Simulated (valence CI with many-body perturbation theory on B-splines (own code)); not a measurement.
**Questions on Pd XXV**

Method: valence CI with perturbative core correlation (CI+MBPT): four valence electrons over a frozen Dirac-Fock core [Ar], a basis of 7 s, 7 p, 8 d, 6 f, 4 g, 1 h functions for each j, with the one-electron correlation potential Σ1, the two-electron term Σ2, the three-electron term Σ3, Breit, model QED; selected CI, second order for the rest, scaled by the run's own slope (own B-spline code, finite nucleus).

No measured spectrum was set against this ion. As an estimate, terms of the open shell hold to 2 to 4 % of their energy, and close levels can change places. Only levels of the ground parity were solved; by the run's estimate the other parity begins above the list, which can be wrong where configurations are misplaced.

Names give the largest LS component (configuration and term), which can be under half, so a name can repeat, a term be missing and a line seem to break the LS rules; names also repeat where a configuration has a term twice.

Rates and lifetimes use the calculated energies. Strong lines usually hold to 10 to 20 %, long lifetimes can be off by a factor of two.

(1) What is the ground level?

(2) What is the ionisation energy?

(3) How is the term ⁵D of the ground level split?

(4) How well does LS coupling describe the low levels?

Answers

(1) 3d⁴ ⁵D_0, composition 63 % 3d⁴ ⁵D + 33 % 3d⁴ ³P + 3 % 3d⁴ ¹S.

(2) 1218.3 eV; NIST lists 1218 ± 4 eV (theoretical).

(3) J = 0 at 0, J = 1 at 23218, J = 2 at 42592, J = 3 at 57290, J = 4 at 66122 cm⁻¹.

(4) Among the lowest 20 levels the leading LS term, summed over configurations, holds 64 % on average. For single configurations the figures are 64 % in LS and 68 % in jj coupling. Terms mix most in the J = 2 level at 194040 cm⁻¹, where the leading one holds 36 %.
